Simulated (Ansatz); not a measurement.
Correlation energies of C₂H₅NSe, SMILES `C1NC[Se]1` by basis set

| atom | x (Å) | y (Å) | z (Å) |
| --- | --- | --- | --- |
| C1 | 0.680 | 0.876 | 0.280 |
| N2 | -0.423 | 0.400 | -0.544 |
| C3 | -0.672 | -0.925 | 0.006 |
| Se4 | 0.322 | -0.493 | 1.654 |
| H5 | 0.557 | 1.897 | 0.641 |
| H6 | 1.678 | 0.744 | -0.150 |
| H7 | -0.221 | 0.399 | -1.536 |
| H8 | -0.196 | -1.753 | -0.530 |
| H9 | -1.726 | -1.145 | 0.179 |

Charge 0, multiplicity 1. Correlated methods include outer-core shells of Se, which these sets cover unevenly. Scalar relativity is left out up to krypton. Geometry: relaxed with PBE0-D4/def2-TZVP. Frozen core, restricted reference, Ansatz.

```json
{"basis": "def2-SVP", "HF (Eh)": "?", "MP2 corr.": "?", "CCSD corr.": "-0.71008", "(T)": "-0.02223", "CCSD(T) total": "?"}
{"basis": "def2-TZVPP", "HF (Eh)": "-2532.94054", "MP2 corr.": "-0.81992", "CCSD corr.": "?", "(T)": "?", "CCSD(T) total": "?"}
{"basis": "def2-QZVPP", "HF (Eh)": "-2532.99410", "MP2 corr.": "-1.15862", "CCSD corr.": "–", "(T)": "–", "CCSD(T) total": "–"}
```

Question: Fill in the withheld values. (An estimate is asked.)

Answer: The calculation gave: def2-SVP HF (Eh): -2532.48811; def2-SVP MP2 corr.: -0.67747; def2-SVP CCSD(T) total: -2533.22042; def2-TZVPP CCSD corr.: -0.84495; def2-TZVPP (T): -0.03595; def2-TZVPP CCSD(T) total: -2533.82144.
